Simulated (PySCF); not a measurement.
## Electron correlation in F⁺ (fluorine, charge +1)

[He] 2s2 2p4, high-spin 3P determinant. Calculation: PySCF 2.14, in Sapporo-DZP-2012; the spin-free X2C one-electron Hamiltonian (Gaussian nucleus). Frozen: 1s2; 6 electrons correlated.

MP2 pair energies summed by pair of shells (mhartree):

```csv
pair,energy,share (%)
2p-2p,-50.84,47.0
2s-2p,-49.42,45.7
2s-2s,-7.93,7.3
```

Total MP2 correlation energy: -108.19 mhartree.

Same-spin part -27.71 and opposite-spin part -80.47 mhartree; SCS-MP2 scales them by 1/3 and 6/5 to -105.81 mhartree.

```json
{"level": "CCSD", "correlation energy (mhartree)": "-123.14"}
{"level": "(T)", "correlation energy (mhartree)": "-0.92"}
{"level": "CCSD(T)", "correlation energy (mhartree)": "-124.06"}
```

Diagnostics: T1 = 0.0041, D1 = 0.0074, largest double amplitude 0.042.

Cost of the coupled-cluster step: 0.12 s of wall time on 1 thread of AMD EPYC 7B13 (shared host), for 6 correlated electrons.

Iterations:

```
CC2 = 0
CCSD nocc = (np.int64(4), np.int64(2)), nmo = (17, 17)
frozen orbitals [[0], [0]]
max_cycle = 100
direct = 0
conv_tol = 1e-08
conv_tol_normt = 1e-06
diis_space = 8
diis_start_cycle = 0
Init t2, MP2 energy = -0.108189470717192
Init E_corr(UCCSD) = -0.108189470719527
cycle = 1  E_corr(UCCSD) = -0.120122873025972  dE = -0.0119334023  norm(t1,t2) = 0.0222231
cycle = 2  E_corr(UCCSD) = -0.122338950432034  dE = -0.00221607741  norm(t1,t2) = 0.00620349
cycle = 3  E_corr(UCCSD) = -0.123159505300782  dE = -0.000820554869  norm(t1,t2) = 0.00241087
cycle = 4  E_corr(UCCSD) = -0.123137961671697  dE = 2.15436291e-05  norm(t1,t2) = 0.000584386
cycle = 5  E_corr(UCCSD) = -0.123142563935037  dE = -4.60226334e-06  norm(t1,t2) = 8.6416e-05
cycle = 6  E_corr(UCCSD) = -0.123142189342248  dE = 3.74592789e-07  norm(t1,t2) = 1.16921e-05
cycle = 7  E_corr(UCCSD) = -0.123142323173742  dE = -1.33831494e-07  norm(t1,t2) = 1.53989e-06
cycle = 8  E_corr(UCCSD) = -0.123142303796136  dE = 1.93776068e-08  norm(t1,t2) = 2.70906e-07
cycle = 9  E_corr(UCCSD) = -0.123142303583587  dE = 2.12548104e-10  norm(t1,t2) = 4.09787e-08
UCCSD converged
E(UCCSD) = -98.99999579702515  E_corr = -0.1231423035835875
UCCSD(T) correction = -0.000918187918562148
```
